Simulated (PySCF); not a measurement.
A structure optimised at PBE0-D3(BJ)/def2-SVP, used in a PySCF frequency run:

```xyz
11

C     -2.2117    -0.5015     0.1812
C     -1.2332    -0.4351    -0.9889
Si     0.4130     0.3124    -0.5657
F      0.1909     1.8279    -0.0298
Cl     1.2874    -0.7496     0.9702
H     -1.8010    -1.0998     1.0085
H     -3.1673    -0.9561    -0.1204
H     -2.4285     0.5025     0.5763
H     -1.6501     0.1581    -1.8226
H     -1.0381    -1.4407    -1.4018
H      1.3685     0.3730    -1.6988
```
Charge 0, spin multiplicity 1.

### Question
Write its SMILES and formula.

### Answer
CC[Si@@H](F)Cl, C2H6ClFSi

### Question
What are its rotational constants (standard atomic weights)?

### Answer
3.5840, 2.3073, 1.7405 GHz
